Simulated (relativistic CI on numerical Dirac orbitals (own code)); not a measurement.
Slater and spin-orbit integrals, Br²⁵⁺

Calculated at this level of theory: Dirac-Coulomb-Breit CI, KLI orbitals optimised for each configuration, model QED (radiative potential, 1s self-energy scaled to tabulated hydrogen-like ionisation energies), unscaled Slater integrals (own radial code, finite nucleus).

Slater integrals F^k, G^k are unscaled and averaged over j, outside the closed core 1s2; ζ comes from projecting the Hamiltonian with its Breit term on Σ l·s of the shell.

- 2s2 2p5 3s: ζ(2p) = 260630, G^1(2p,3s) = 59252 cm⁻¹; <r>(2p) = 0.1596, <r^2>(2p) = 0.03094, <r>(3s) = 0.4487, <r^2>(3s) = 0.2287 (bohr units).
- 2s2 2p5 3p: ζ(2p) = 260460, F^2(2p,3p) = 153290, G^0(2p,3p) = 60845, G^2(2p,3p) = 66889, ζ(3p) = 64126 cm⁻¹; <r>(2p) = 0.1597, <r^2>(2p) = 0.031, <r>(3p) = 0.4343, <r^2>(3p) = 0.2173 (bohr units).
- 2s2 2p5 3d: ζ(2p) = 260810, F^2(2p,3d) = 200350, G^1(2p,3d) = 187260, G^3(2p,3d) = 108160, ζ(3d) = 7739.2 cm⁻¹; <r>(2p) = 0.1597, <r^2>(2p) = 0.03102, <r>(3d) = 0.3832, <r^2>(3d) = 0.1691 (bohr units).

Averages of the first 10 configurations, taken without configuration mixing, which lowers the lowest level and can move excited configurations by several eV; other configurations of the list can lie among them:

| Configuration | Parity | States | Average energy above the lowest level (eV) |
| --- | --- | --- | --- |
| 2s2 2p6 | even | 1 | 0.0 |
| 2s2 2p5 3s | odd | 12 | 1557.2 |
| 2s2 2p5 3p | even | 36 | 1616.7 |
| 2s2 2p5 3d | odd | 60 | 1688.2 |
| 2s 2p6 3s | even | 4 | 1769.2 |
| 2s 2p6 3p | odd | 12 | 1826.8 |
| 2s 2p6 3d | even | 20 | 1898.0 |
| 2s2 2p5 4s | odd | 12 | 2102.9 |
| 2s2 2p5 4p | even | 36 | 2127.2 |
| 2s2 2p5 4d | odd | 60 | 2154.2 |
